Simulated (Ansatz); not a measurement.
Cartesian coordinates in Å:
```
N -1.023 0.245 -0.838
Sn -0.765 -1.774 -0.838
O 1.652 -0.767 0.589
C 1.443 0.387 0.667
F 0.769 0.976 1.614
F 1.903 1.298 -0.143
H -1.598 0.730 -0.166
H -0.909 0.794 -1.676
H -1.472 -1.889 0.790
```

Charge 0, multiplicity 1. Sn takes the def2 core potential. The bonds changed during the relaxation, so this is another structure than the one it started from.

Question: List the PBE/def2-TZVPP orbital energies in eV (Ansatz). (Estimate.)

Answer: Computed: Occupied: -662.10, -662.10, -511.42, -380.09, -275.66, -132.61, -88.73, -88.48, -88.37, -33.81, -31.88, -27.90, -25.15, -25.03, -24.93, -24.89, -24.74, -20.41, -17.25, -15.55, -14.29, -13.37, -11.87, -11.77, -11.50, -11.40, -10.99, -9.82, -8.45, -7.89, -6.27, -5.46. Lowest empty: -2.65, -1.36, -0.83, 0.63, 0.86, 1.49, 1.72, 2.52.
